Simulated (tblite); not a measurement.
C7H12N (doublet state).
Cartesian coordinates in Å at the GFN2-xTB level; atoms count from 1:
```xyz
20
C7H12N angstrom
C     -3.3176    0.4580   -0.9577
C     -2.0747   -0.2610   -0.5826
N     -1.0115    0.4083   -0.2388
C      0.0599   -0.0372    0.3278
C      0.4588   -1.2907    1.0633
C      1.8696   -0.6913    1.2109
C      1.4036    0.6040    0.5058
C      2.1340    0.9903   -0.7739
H     -4.1470    0.1470   -0.3195
H     -3.5991    0.2284   -1.9870
H     -3.1713    1.5295   -0.8567
H     -2.0766   -1.3494   -0.6594
H     -0.0724   -1.4599    2.0015
H      0.3960   -2.2042    0.4683
H      2.2005   -0.5574    2.2382
H      2.6354   -1.2315    0.6586
H      1.3739    1.4702    1.1749
H      3.1446    1.3262   -0.5508
H      2.1892    0.1393   -1.4493
H      1.5997    1.7924   -1.2767
```

Computed with GFN2-xTB (tblite): harmonic, unscaled wavenumbers at the GFN2-xTB geometry, gas phase. This tight-binding method is rough: wavenumbers can miss measured ones by several per cent, in bad cases by 10 to 20. One conformer, not necessarily the lowest. Open shells enter through the occupations alone, without spin polarisation, and single modes of such species can be off by tens of per cent.

Harmonic wavenumbers (cm⁻¹): 59.8, 97.8, 117.5, 129.6, 161.8, 194.7, 263.6, 345.0, 387.6, 440.1, 498.2, 660.9, 710.9, 775.2, 830.0, 922.3, 930.5, 970.4, 988.3, 1002.2, 1023.3, 1048.3, 1103.4, 1127.6, 1136.7, 1165.2, 1179.1, 1207.4, 1217.4, 1246.8, 1272.2, 1296.0, 1386.1, 1399.3, 1443.4, 1446.9, 1461.1, 1477.4, 1491.6, 1495.3, 1500.9, 1571.5, 2910.7, 2916.9, 2941.6, 2960.6, 2969.6, 2983.8, 3013.7, 3020.8, 3025.9, 3034.2, 3044.4, 3058.5.

A = 4176, B = 1151, C = 960.4 MHz; mass 110.097 u (most abundant isotopes); point group C1, symmetry number 1; spin multiplicity 2.

Task: What is the zero-point energy?

Result: ½Σν̃ = 37532 cm⁻¹ = 448.98 kJ/mol.

Task: Give the ideal-gas entropy at 350 K and 1 bar in the rigid-rotor, harmonic-oscillator model (classical rotation).

Result: Translation 170.82, rotation 121.80, vibration 130.95, spin (R ln 2) 5.76: S = 429.3 J/(mol K).

Task: And Cp and H(350 K) − H(0)?

Result: Cp = 171.58 J/(mol K), of which vibrations give 138.32 (their classical limit is 54 R = 449.0); H(350 K) − H(0) = 35.79 kJ/mol without the zero-point energy, 24.15 from vibrations.

Task: How do the functions run with temperature in this model?

Result: 
| T (K) | S (J/(mol K)) | Cp (J/(mol K)) | H − H(0) (kJ/mol) | G − H(0) (kJ/mol) | ln q(vib) |
| --- | --- | --- | --- | --- | --- |
| 150 | 323.1 | 94.4 | 9.63 | -38.83 | 2.64 |
| 250 | 379.2 | 129.5 | 20.76 | -74.03 | 5.07 |
| 298.15 | 403.7 | 149.3 | 27.47 | -92.88 | 6.22 |
| 400 | 453.6 | 192.8 | 44.90 | -136.56 | 8.64 |
| 600 | 546.1 | 264.5 | 91.01 | -236.67 | 13.40 |
| 900 | 667.9 | 335.2 | 181.84 | -419.30 | 20.37 |

q(vib) and H(0) count from the zero-point level.

Task: What must be added to the electronic energy to get the Gibbs energy at 350 K and 1 bar?

Result: ZPE + [H(350 K) − H(0)] − T·S = 448.98 + 35.79 − 150.27 = 334.50 kJ/mol.

Task: Which modes carry the vibrational entropy at 350 K?

Result: 59.8 cm⁻¹: 20.00; 97.8 cm⁻¹: 15.95; 117.5 cm⁻¹: 14.45; 129.6 cm⁻¹: 13.65; 161.8 cm⁻¹: 11.86; 194.7 cm⁻¹: 10.38 J/(mol K); the other 48 give 44.67 together.

Task: Blend soft modes into free rotors: weight 1/[1 + (100 cm⁻¹/ν̃)⁴] for the oscillator and the rest for a rotor with moment μB/(μ + B), μ = h/(8π²ν), B = 10⁻⁴⁴ kg m². What vibrational entropy results?

Result: 123.03 J/(mol K) in place of 130.95, which changes −T·S at 350 K by +2.77 kJ/mol.

Hindered rotation and anharmonicity are outside this model. Other conformers, if any are populated, would add a mixing term that is left out. The structure is chiral; the term R ln 2 for an equal mix with its mirror image is left out.
